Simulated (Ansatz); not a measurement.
A run of Ansatz (development build ahead of 0.2.0) on quartet FeO(+) at this shape:

```yaml
atoms:
  - { symbol: Fe, position_ang: [0.0000, 0.0000, 0.0000] }
  - { symbol: O, position_ang: [0.0000, 0.0000, 1.6400] }
```

Its results:

```yaml
Converged: yes
Total_energy: -1338.01347 hartree
Spin_squared_of_the_determinant: 4.477
Stability_test: minimum
```

Forces (eV/Å):
| atom | Fx | Fy | Fz |
| --- | --- | --- | --- |
| Fe1 | 0.000 | 0.000 | -1.337 |
| O2 | 0.000 | 0.000 | 1.337 |

Which input gives this output? Name the method, the orbitals and the basis set, and write the input.

PBE0 (unrestricted) in def2-SVP.

```yaml
crystal:
  periodic: [false, false, false]
  atoms:
    - { symbol: Fe, position_ang: [0.0, 0.0, 0.0] }
    - { symbol: O, position_ang: [0.0, 0.0, 1.64] }
basis:
  gaussian: { orbitals: def2-SVP }
total_charge: 1
magnetization:
  spin_polarized: true
  initial_magnetization: 3
hamiltonian:
  xc: pbe0
output:
  forces: true
```

Caution: the unrestricted determinant is spin contaminated.
